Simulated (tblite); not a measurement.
C7H5F3NP.
SMILES with atom numbers: `[F:1][C:2]([F:3])([F:4])/[CH:5]=[P:6]/[c:7]1[cH:8][cH:9][cH:10][n:11][cH:12]1` (hydrogens: H13 on C5; H14 on C8; H15 on C9; H16 on C10; H17 on C12)

Cartesian coordinates in Å at the GFN2-xTB level; atoms count from 1:
```
atom  x, y, z in Å
F1     3.888   -0.630    1.360
C2     3.445   -0.054    0.230
F3     3.999    1.175    0.188
F4     4.000   -0.738   -0.790
C5     1.967   -0.019    0.163
P6     1.077   -0.672    1.422
C7    -0.599   -0.347    0.756
C8    -1.245    0.867    0.967
C9    -2.516    1.049    0.448
C10   -3.095    0.002   -0.255
N11   -2.491   -1.157   -0.452
C12   -1.283   -1.331    0.042
H13    1.564    0.438   -0.728
H14   -0.757    1.655    1.524
H15   -3.044    1.979    0.588
H16   -4.086    0.090   -0.679
H17   -0.830   -2.297   -0.144
```

Computed with GFN2-xTB (tblite): harmonic, unscaled wavenumbers at the GFN2-xTB geometry, gas phase. The method is semi-empirical: single wavenumbers can be off by several per cent or more. One conformer, not necessarily the lowest. The optimisation stopped once no atom felt more than 0.01 eV/Å.

Lowest wavenumbers of the output (negative numbers stand for imaginary wavenumbers):
```
mode    cm-1
  1     -40.9
  2      28.9
  3      58.3
  4      75.6
  5     149.7
  6     202.4
  7     220.2
  8     335.4
```

Is this structure a minimum?

Not by this Hessian. 1 mode is imaginary beyond 20i (41i cm⁻¹), so at this level the point lies at or near a first-order saddle. The curvature is small, so loose convergence or finite differences may be the whole cause.

Which atoms move in the imaginary mode?

41i: P6 (phosphorus bonded to 2 C) 21 %, N11 (pyridine-type nitrogen) 15 %, C8 (aromatic CH carbon) 14 %, C12 (aromatic CH next to a ring nitrogen) 12 %. These are shares of the mass-weighted motion.

What is the remedy?

Step along that mode in both directions, optimise again with tighter thresholds and repeat the frequencies. The zero-point energy of this point (66.0 kcal/mol) counts the 44 real modes alone, and thermal corrections from it aren't those of a minimum.
